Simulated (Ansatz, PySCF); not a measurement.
This triplet is an excited state, 1.15 eV above the relaxed singlet at the level frozen-core CCSD(T)/cc-pVTZ // B3LYP-D3(BJ)/def2-TZVP (Ansatz, a first-principles code).

```xyz
7

C     -0.8776    -0.2487    -0.0781
N      0.4405     0.1067     0.3000
S      1.6458     1.0470    -0.1543
H     -1.5021     0.6591    -0.0628
H     -0.8827    -0.6545    -1.0975
H     -1.2703    -0.9688     0.6404
H      2.4464     0.0593    -0.6542
```

Charge 1, multiplicity 3.

**Question.** Give the Mulliken and meta-Löwdin atomic charges from PySCF with PBE-D3(BJ)/def2-TZVP // B3LYP-D3(BJ)/def2-TZVP.

**Answer.** 
```
atom  Mulliken (e)  meta-Löwdin (e)
----  ------------  ---------------
C1           -0.24            -0.24
N2            0.01            -0.10
S3            0.32             0.54
H4            0.22             0.21
H5            0.21             0.20
H6            0.22             0.20
H7            0.26             0.18
```
